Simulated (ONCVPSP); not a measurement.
**What one change does to a pseudopotential (oxygen (O), ONCV)**

oxygen (O), optimised norm-conserving Vanderbilt (ONCV), made with ONCVPSP 4.0.1 (PBEsol, scalar-relativistic). Core [He], reference 2s2 2p3.5 (charge +0.5). Waves: 2s: rc 0.85 bohr, ncon 4, nbas 8, qcut 9.9 1/bohr, 2 projectors, debl 2.9 Ha; 2p: rc 1.40 bohr, ncon 3, nbas 6, qcut 9.9 1/bohr, 2 projectors, debl 3.3 Ha; d scattering state at 0.13 Ha: rc 0.85 bohr, ncon 4, nbas 7, qcut 10.1 1/bohr, local. Local part: the d channel. Core correction: Teter function, fcfact 5, rcfact 1.5.

Change: all radii but the core radius scaled by about 1.08 (s 0.92, p 1.50, d 0.92 bohr).

Cutoffs: the cutoffs (Ha) at which the residual kinetic energy of the hardest occupied pseudo-wave falls to 1 and 0.1 mHa per electron; they do not see the model core or the augmentation charge, which bear on the density cutoff. Errors are all-electron minus pseudo energies relative to the spin-unpolarised reference configuration.

Q: Predict the effect on cutoff, ghosts and configuration errors.

A: The potential gets softer (40 Ha and 54 Ha → 38 Ha and 48 Ha); of the 4 tests that both files solve, the error grows in 3 and shrinks in 0 by more than 15 % and 0.3 meV (median size 56.6 → 67.3 meV); neither file shows a bound ghost. A larger radius leaves more room for a smooth pseudo-wave, so fewer plane waves are needed. More of the atom is replaced by a form fitted at one configuration, so other configurations suffer.

```tsv
quantity	base	changed
cutoff, loose	40 Ha	38 Ha
cutoff, tight	54 Ha	48 Ha
loose cutoff by channel	s 40 Ha, p 33 Ha	s 38 Ha, p 32 Ha
bound ghosts	none	none
GHOST(+) flags under 300 eV	none	none
error for 2s2 2p4, meV [ΔE -6.25 eV]	+3.4	+3.9
error for 2s2 2p3, meV [ΔE 10.11 eV]	+6.0	+7.3
error for 2s2 2p2, meV [ΔE 43.58 eV]	+107	+127
error for 2s2 2p1, meV [ΔE 97.29 eV]	+498	+582
rms error of d²Exc/dni dnj with the model core, mHa	1.23	1.30
```
